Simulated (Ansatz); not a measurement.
`[SiH3]C[SiH2][GaH2]` → `[CH2]` (triplet) + `[SiH3][SiH2][GaH2]` at 700 K and 1 bar (formal loss of a carbene).

Computed with Ansatz on PBE0-D4/def2-TZVP structures; ΔE is electronic, products minus reactants. CCSD(T)/CBS is the MP2 limit (def2-TZVPP, def2-QZVPP) plus CCSD(T) − MP2 in def2-TZVPP, frozen cores. This one scheme is used for every species. Triplets are unrestricted, without spin–orbit coupling. For Ga outer-core shells are correlated without core-valence functions, which leaves a few kJ/mol of doubt a bond. Scalar relativity is left out up to krypton. One conformer a species, not always the lowest.

```tsv
species	CCSD(T)/CBS energy (Eh)	H − E (kJ/mol)	S (J/(mol·K))
`[SiH3]C[SiH2][GaH2]`	-2545.55264	314.8	523.9
`[CH2]` (triplet)	-39.09499	70.4	226.8
`[SiH3][SiH2][GaH2]`	-2506.27760	226.2	492.3
```

H − E and S are ideal-gas, rigid-rotor, harmonic terms from PBE0-D4/def2-TZVP, for one conformer and one mirror image of each species, with the whole ground term of open shells counted as degenerate. 1 Eh = 2625.50 kJ/mol, R = 8.31446 J/(mol·K).

**Question.** By hand: ΔE, ΔH, ΔS and ΔG.

**Answer.** ΔE = (-39.09499) + (-2506.27760) − (-2545.55264) = 0.18005 Eh = 472.7 kJ/mol. Δ(H − E) = 70.4 + 226.2 − 314.8 = -18.2, so ΔH = 454.5 kJ/mol. ΔS = 226.8 + 492.3 − 523.9 = 195.2 J/(mol·K). ΔG = 454.5 − 700 × (195.2)/1000 = 317.9 kJ/mol.

**Question.** By hand: the equilibrium constant, and the temperature at which ΔG would vanish if ΔH and ΔS stayed fixed.

**Answer.** log₁₀ K = −ΔG/(RT ln 10) = -23.7. ΔG = 0 at ΔH/ΔS = 2328 K.

The number of gas molecules changes by +1, which sets the sign of ΔS. A doubt of 5 kJ/mol in ΔE shifts log₁₀ K by 0.4 here. Other conformers and mirror images would add mixing entropy, several J/(mol·K) or more a flexible species. A triplet takes part, so the spin changes. These are equilibria of isolated gas molecules and say nothing of rates. Largest T1 diagnostic: 0.014 (customary marks: 0.02 for closed shells, 0.045 for open ones).
